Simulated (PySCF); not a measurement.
Gas-phase reaction: B3O3Cl3 + B2O = 4 BO + BCl3, at 500 K and a standard pressure of 1 bar. Level: LDA/def2-TZVP†.

Energies from PySCF, thermal terms from the rigid-rotor harmonic-oscillator model, ideal gas at 1 bar. S°(298 K) at PBE0/def2-TZVP differs from the NASA 1993 table for B2O (+19 J/mol/K); whether the harmonic model or the table's entry is off was not settled. † marks an energy on the PBE0/def2-TZVP geometry and frequencies. Open shells (unrestricted): BO (multiplicity 2); the rest are closed-shell singlets. The harmonic model lacks anharmonicity and excited electronic states, which grow with temperature; levels with a mode under 35 cm⁻¹ are left out. Strong static correlation: B2O. Soft modes under 120 cm⁻¹ make the harmonic entropy rough for B3O3Cl3, B2O.

| species | E (Ha) | H(500 K) − E (kJ/mol) | S°(500 K) (J/mol/K) |
|---|---|---|---|
| B3O3Cl3 | -1674.61605 | 137.7 | 451.4 |
| B2O | -123.77447 | 39.1 | 272.2 |
| BO | -99.25052 | 26.3 | 218.6 |
| BCl3 | -1400.91379 | 48.0 | 324.6 |
E: electronic energy; H − E holds the zero-point and thermal terms. 1 Ha = 2625.5 kJ/mol.

Task: Work out ΔH°, ΔS°, ΔG° and log10 K from these numbers.

Result: 1. ΔE = 4×(-99.25052) + 1×(-1400.91379) − 1×(-1674.61605) − 1×(-123.77447) = 0.47465 Ha = 1246.2 kJ.
2. Δ(H − E) = 4×(26.3) + 1×(48.0) − 1×(137.7) − 1×(39.1) = -23.6 kJ, so ΔH° = 1222.6 kJ.
3. ΔS° = 4×(218.6) + 1×(324.6) − 1×(451.4) − 1×(272.2) = 475.4 J/K; the number of gas molecules changes by +3.
4. ΔG° = ΔH° − TΔS° = 1222.6 − 500×(475.4)/1000 = 984.9 kJ.
5. log10 K = −ΔG°/(RT ln 10) = -102.92, with RT ln 10 = 9.57 kJ/mol; at standard pressures the reactants are favoured.
6. A shift of 10 kJ in ΔE would move log10 K by 1.04 here.
For scale, ΔH°(298 K) is 1223 kJ at this level, 1175 kJ at ωB97M-V/def2-TZVP†, and runs from 908 to 1223 kJ over the 18 levels computed; the NASA 1993 table gives 1133 kJ (entries not checked at source). After a fit of one offset per element over all species, the range-separated, M06-2X, PBE0/def2-QZVP and CCSD(T)/def2-TZVPP enthalpies, where run, lie to one side of the table for B3O3Cl3 (-33 kJ/mol), B2O (+77 kJ/mol), BO (+18 kJ/mol): a fault of the table's entry, another state or a shared error of the levels is possible; this was not checked at source.
